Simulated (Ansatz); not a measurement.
Calculated with Ansatz (gas phase, PBE0-D4/def2-TZVP geometries, no zero-point term in ΔE). CBS: MP2 limit from def2 TZ/QZ plus the TZ coupled-cluster correction, frozen cores. This one scheme is used for every species. Functionals use def2-TZVPP. HSE06 is defined as in plane-wave codes. Each species was taken in one conformer, which may not be the lowest.

Reaction (ligand exchange at the Si–O bond): `BO[SiH2]S` + H₂S → `S[SiH2]S` + `BO`

Task: Is it downhill or uphill in electronic energy at CCSD(T)/CBS, and by how much? (An estimate is asked.)

Result: The calculation gave: Uphill: ΔE = +7.7 kcal/mol.

Task: What do these levels give: LDA (SPW92), HSE06-D4, B2PLYP, r2SCAN, PBE0, CCSD/def2-SVP? (An estimate is asked.)

Result: Ansatz gave: LDA (SPW92) 5.0, HSE06-D4 4.9, B2PLYP 8.4, r2SCAN 6.6, PBE0 5.1, CCSD/def2-SVP 7.6 kcal/mol.

Largest T1 diagnostic among the species: 0.014.

In def2-TZVPP, CCSD(T) changes the Hartree–Fock value by −3.5 kcal/mol (the triples alone add −0.7 kcal/mol) and MP2 by −4.2 kcal/mol. From PBE to PBE0 (25 % exact exchange), in def2-TZVPP and without D4, ΔE moves by +1.0 kcal/mol.
